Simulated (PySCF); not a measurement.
Compound: 1-phenylaziridine, C8H9N.
SMILES with atom numbers: `[cH:1]1[cH:2][cH:3][c:4]([N:5]2[CH2:6][CH2:7]2)[cH:8][cH:9]1` (hydrogens: H10 on C1; H11 on C2; H12 on C3; H13, H14 on C6; H15, H16 on C7; H17 on C8; H18 on C9)

Geometry (GFN2-xTB, Å), atoms numbered from 1 in this order:
```
atom  x, y, z in Å
C1    -2.6645    0.1963   -0.2032
C2    -1.9610    1.1011    0.5748
C3    -0.6111    0.9227    0.8068
C4     0.0544   -0.1725    0.2585
N5     1.3886   -0.4049    0.5631
C6     2.4323    0.5645    0.4056
C7     2.4036   -0.6728   -0.4122
C8    -0.6584   -1.0843   -0.5184
C9    -2.0077   -0.8959   -0.7456
H10   -3.7186    0.3416   -0.3858
H11   -2.4675    1.9542    1.0029
H12   -0.0593    1.6237    1.4161
H13    3.1272    0.6422    1.2316
H14    2.1989    1.5070   -0.0798
H15    3.0780   -1.4850   -0.1746
H16    2.1504   -0.5876   -1.4643
H17   -0.1434   -1.9381   -0.9343
H18   -2.5505   -1.6059   -1.3527
```

The closed-shell SCF was solved with PySCF and density fitting under several settings on one GFN2-xTB geometry (grid level 2 and gas phase unless stated).

```tsv
settings	basis functions	SCF cycles	E (Eh)	HOMO (eV)	LUMO (eV)	dipole (D)
PBE0/pcSseg-1	198	13	-364.4950	-6.03	-0.07	1.55
PBE0/def2-SVPD	252	14	-364.2998	-6.05	-0.12	1.44
PBE/def2-SVPD, energy threshold 1e-06 Eh, start guess vsap	252	13	-364.2615	-5.03	-1.02	1.45
```

**Question.** Estimate the row for these settings: PBE/6-311G**, IEF-PCM dichloromethane, level shift 0.3 Eh, start guess sap.

**Answer.** 
```json
{"settings": "PBE/6-311G**, IEF-PCM dichloromethane, level shift 0.3 Eh, start guess sap", "basis functions": "216", "SCF cycles": "18", "E (Eh)": "-364.5925", "HOMO (eV)": "-4.95", "LUMO (eV)": "-0.95", "dipole (D)": "1.91"}
```

**Question.** Over all rows, what range does the HOMO–LUMO gap span?

**Answer.** From 4.00 eV (PBE/6-311G**, IEF-PCM dichloromethane, level shift 0.3 Eh, start guess sap) to 5.96 eV (PBE0/pcSseg-1). The functional of the narrowest has no exact exchange, that of the widest 25 % exact exchange.

**Question.** And the dipole moment?

**Answer.** From 1.44 D (PBE0/def2-SVPD) to 1.91 D (PBE/6-311G**, IEF-PCM dichloromethane, level shift 0.3 Eh, start guess sap); the largest is 1.33 times the smallest, and the median is 1.50 D.

**Question.** Compare two rows with the functional PBE0: PBE0/pcSseg-1 and PBE0/def2-SVPD. Which energy is lower, and by how much?

**Answer.** PBE0/pcSseg-1 (198 functions) lies 0.1952 Eh or 122 kcal/mol below PBE0/def2-SVPD (252 functions). The smaller set gives the lower energy; the two sets aren't nested, so the variational bound doesn't order them by size.

Cycle counts include a coarse-grid stage where the run had one. All basis functions are spherical, in the Pople sets too. The structure is a single GFN2-xTB conformer; no vibrational corrections.
